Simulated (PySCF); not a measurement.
Species: C₄H₆ClSi (doublet state).
Structure used (GFN2-xTB), in Å, numbered top down from 1:
```xyz
12
C4H6ClSi angstrom
C     -2.5715   -0.5588   -0.8042
C     -1.4524    0.1372   -0.6533
C     -0.2826   -0.2874    0.0917
Cl    -0.4109   -1.9205    0.8490
C      0.8192    0.3694    0.2658
Si     2.5152    0.6485    0.9139
H     -2.6988   -1.5334   -0.3657
H     -3.3969   -0.1692   -1.3745
H     -1.3416    1.1160   -1.1004
H      2.4207    1.7403    1.8839
H      3.0487   -0.5588    1.5560
H      3.3521    1.0161   -0.2293
```

The hyperfine couplings belong to this conformer and change with its torsions.

Identity: `C=C/C(Cl)=[C]/[SiH3]` [radical].

Method: UKS B3LYP, pcH-1 on C Cl H Si, non-relativistic, mean-field spin-orbit, GIAO in PySCF. The structure is a single GFN2-xTB conformer in the gas phase; no vibrational or solvent corrections. The geometry wasn't refined by DFT: couplings that depend on bond lengths, twists or pyramidal angles can differ widely from those at the functional's own minimum. No stability test was run, so a lower SCF solution isn't excluded.

Principal values of hyperfine tensors in MHz (contact, dipolar and spin–orbit terms together), for some of the nuclei:

```csv
atom,isotope,A1,A2,A3
C5,13C,57.41,78.45,275.35
H11,1H,89.78,92.16,97.91
Cl4,35Cl,9.55,11.69,92.85
H12,1H,12.66,13.85,22.65
Si6,29Si,9.06,12.31,16.93
H10,1H,2.74,3.85,12.75
C3,13C,-8.18,7.45,19.46
H8,1H,4.35,4.55,7.37
```

**Question.** Give the isotropic coupling of each nucleus in MHz and in mT (g = 2.0015), and the anisotropic part.

**Answer.** a_iso is a third of the trace, T = A − a_iso, and a(mT) = a(MHz)/(g × 13.996). The tensors hold a spin–orbit part: the run splits a_iso into a_FC + a_SO, and T includes its anisotropic share.

```tsv
atom	a_iso (MHz)	a_FC	a_SO	a_iso (mT)	T1	T2	T3
C5	137.07	137.50	-0.43	4.893	-79.66	-58.62	138.28
H11	93.28	93.29	0.00	3.330	-3.51	-1.12	4.63
Cl4	38.03	37.08	0.95	1.358	-28.48	-26.34	54.82
H12	16.38	16.39	-0.01	0.585	-3.73	-2.54	6.26
Si6	12.77	12.80	-0.03	0.456	-3.71	-0.45	4.17
H10	6.45	6.45	-0.01	0.230	-3.70	-2.60	6.30
C3	6.25	6.31	-0.07	0.223	-14.42	1.21	13.22
H8	5.42	5.42	0.00	0.194	-1.07	-0.88	1.94
```

**Question.** What spin density at the nucleus of C3 lies behind its contact coupling (g_N = 1.40482)?

**Answer.** a_FC = (2μ0/3) gₑ μB g_N μN ρ(0)/(2S·h) = 800.24 MHz × g_N × ρ(0)/(2S), with ρ in bohr⁻³. With a_FC = 6.31 MHz and 2S = 1, ρ(0) = 0.005613 bohr⁻³.

**Question.** C2 (13C, g_N = 1.40482) isn't in the table. Its spin density at the nucleus is 0.04003 bohr⁻³. What is its contact coupling?

**Answer.** By the same relation, a_FC = 45.0 MHz. Its full tensor has the principal values 40.77, 45.42, 48.73 MHz.

**Question.** Name the largest traceless tensor T of the table and describe it.

**Answer.** C5: -79.7, -58.6, 138.3 MHz (the dipolar term alone has -78.9, -59.0, 137.9), rhombic: the two smaller values differ by 15 % of the largest.

**Question.** What first-order splitting does H11 cause when the field lies along A1, A2 or A3 of its tensor (g taken as isotropic, no quadrupole term)?

**Answer.** 2 lines (I = 1/2), spaced by |A_i|/(g × 13.996): 3.20, 3.29, 3.50 mT along the axes of A1, A2 and A3.
